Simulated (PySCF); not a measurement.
H$_{3}$ClF$_{2}$Si$_{2}$ (SMILES F[Si](F)([SiH3])Cl), singlet, at a GFN2-xTB geometry. Base run: CAMB3LYP/6-31G, polarisability in PySCF.

Input for PySCF:
```python
from pyscf import gto, scf, dft
from pyscf.prop import polarizability

mol = gto.M(
    atom='''
F    -0.665226    1.538459    0.647260
Si   -0.179961    0.076051    0.197223
F    -0.768997   -0.754821    1.437870
Si    2.109564   -0.052139    0.124884
Cl   -1.292385   -0.420365   -1.388588
H     2.539481   -1.428923   -0.133962
H     2.639678    0.807648   -0.936725
H     2.684946    0.379983    1.401014
''',
    basis='6-31g',
    charge=0,
    spin=0,
    verbose=4,
)

mf = dft.RKS(mol)
mf.xc = 'camb3lyp'
mf.kernel()
alpha = mf.Polarizability().polarizability()[2, 2]
print('alpha_zz =', alpha)
```

Each row names what was changed in the base input (with any setting that the change needs).

| change | alpha_zz (bohr³) | basis functions | core-seconds (rough) |
|---|---|---|---|
| base | 48.56 | 63 | 20 |
| basis = 6-31G* | 49.54 | 88 | 40 |
| finite field (a.u.) = 0.05; conv_tol = 1e-11 | 48.86 | 63 | 40 |
| basis = STO-3G | 26.92 | 40 | 7 |
| finite field (a.u.) = 2e-4; conv_tol = 1e-11 | 48.56 | 63 | 30 |
| basis = cc-pVDZ | 52.76 | 97 | 40 |
| functional = pbe | 51.15 | 63 | 9 |
| functional = lda,vwn | 51.68 | 63 | 5 |
| functional = hf | 45.41 | 63 | 0.8 |
| finite field (a.u.) = 0.02; conv_tol = 1e-11 | 48.60 | 63 | 30 |
| finite field (a.u.) = 0.001; conv_tol = 1e-6 | 48.56 | 63 | 20 |
| finite field (a.u.) = 0.005; conv_tol = 1e-11 | 48.56 | 63 | 30 |

Finite-field rows take the second difference of the energy in a field along z; a small field with loose convergence shows SCF noise divided by the square of the field, and a large one adds hyperpolarisability.
